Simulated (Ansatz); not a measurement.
Consider the formal exchange of groups at a C–Al bond: `O=[C](S)[AlH][OH]` + `C[SeH]` → `O=C(S)C[SeH]` + `[OH][AlH2]`.

Gas-phase electronic energies from Ansatz, PBE0-D4/def2-TZVP geometries. CCSD(T)/CBS adds triple-zeta CCSD(T) − MP2 to the extrapolated MP2 energy (def2 sets, frozen cores). This one scheme is used for every species. DFT in def2-TZVPP. B3LYP here is the variant with VWN-RPA as its local correlation; programs differ in this. For Se outer-core shells are correlated without core-valence functions, which leaves a few kJ/mol of doubt a bond. Scalar relativity is left out up to krypton. Each species was taken in one conformer, which may not be the lowest.

| level | ΔE (kJ/mol) |
| --- | --- |
| PBE-D4 | 23.3 |
| PBE | 27.4 |
| r2SCAN | 22.9 |
| PBE0 | 21.2 |
| B3LYP | 28.0 |
| HF/def2-TZVPP | 15.2 |
| CCSD/def2-TZVPP | 16.1 |
| HF/def2-QZVPP | 15.9 |

**Question.** What does CCSD(T)/CBS give? (Best estimate.)

**Answer.** The calculation gave: +18.2 kJ/mol. The listed levels differ from it by 5.1, 9.2, 4.7, 3.0, 9.8, -3.0, -2.1, -2.3 kJ/mol.

Largest T1 diagnostic among the species: 0.017.

From PBE to PBE0 (25 % exact exchange), in def2-TZVPP and without D4, ΔE moves by −6.2 kJ/mol. The D4 term adds −6.6 kJ/mol with B3LYP and −3.5 kJ/mol with PBE0; it sums over pairs of atoms, weighted by their polarisabilities, and B3LYP, whose exchange is more repulsive, gets the larger term.
